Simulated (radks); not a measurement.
The table gives one normalised radial function P(r) = r R(r) (large component) of Hf+ in [Xe] 4f14 5d1 6s2 (r in bohr). All-electron calculation, Dirac Kohn-Sham, PBE, spin-unpolarised, spherical densities, point nucleus; open shells are shared between the two j in proportion to 2j + 1. Program: a radial shooting solver on a logarithmic mesh with Libxc functionals.

r	P
0.001113	0.0059
0.001296	0.0069
0.001521	0.0083
0.001771	0.0099
0.002078	0.0119
0.002439	0.0144
0.002839	0.0174
0.003332	0.0212
0.003879	0.0257
0.004552	0.0315
0.005299	0.0383
0.006218	0.0470
0.007297	0.0577
0.008495	0.0700
0.009969	0.0855
0.01161	0.1027
0.01362	0.1236
0.01586	0.1458
0.01861	0.1710
0.02183	0.1968
0.02542	0.2197
0.02983	0.2391
0.03473	0.2491
0.04075	0.2455
0.04744	0.2234
0.05567	0.1756
0.06533	0.0999
0.07606	0.0039
0.08925	-0.1137
0.1039	-0.2254
0.1219	-0.3182
0.142	-0.3560
0.1666	-0.3179
0.1955	-0.1892
0.2276	0.0038
0.2671	0.2382
0.3109	0.4295
0.3648	0.5283
0.4247	0.4785
0.4984	0.2679
0.5849	-0.0624
0.6809	-0.4153
0.7991	-0.7443
0.9303	-0.9540
1.092	-1.0332
1.271	-0.9782
1.491	-0.8192
1.75	-0.6104
2.038	-0.4142
2.391	-0.2447
2.784	-0.1315
3.267	-0.0593
3.803	-0.0237
4.463	-0.0075
5.237	-0.0019
6.097	-0.0004
7.154	-0.0001
8.329	0.0000
9.774	0.0000
11.38	0.0000
13.35	0.0000

Which n and l does it have? It may be an empty orbital.

Answer. n = 5, l = 1: the number of nodes gives n - l - 1 = 3, the rise at small r points to l (for j = l - 1/2 the large component starts as r^gamma with gamma = sqrt(l^2 - (Z/c)^2) = 0.85 and the r^(l+1) term takes over further out; the orbital of l - 1 with the same j starts with the same power, but with a larger coefficient, and does not steepen), and the extent must fit the shell. The curve is that of 5p1/2; the two j differ most near the nucleus, where j = l - 1/2 has the larger amplitude, and in heavy atoms j = l - 1/2 is also the more compact. 5p1/2: eigenvalue -50.339 eV, 3 radial nodes at r = 0.0765, 0.227, 0.569 bohr, <r> = 1.26 bohr, 90 % of the charge inside 1.85 bohr.
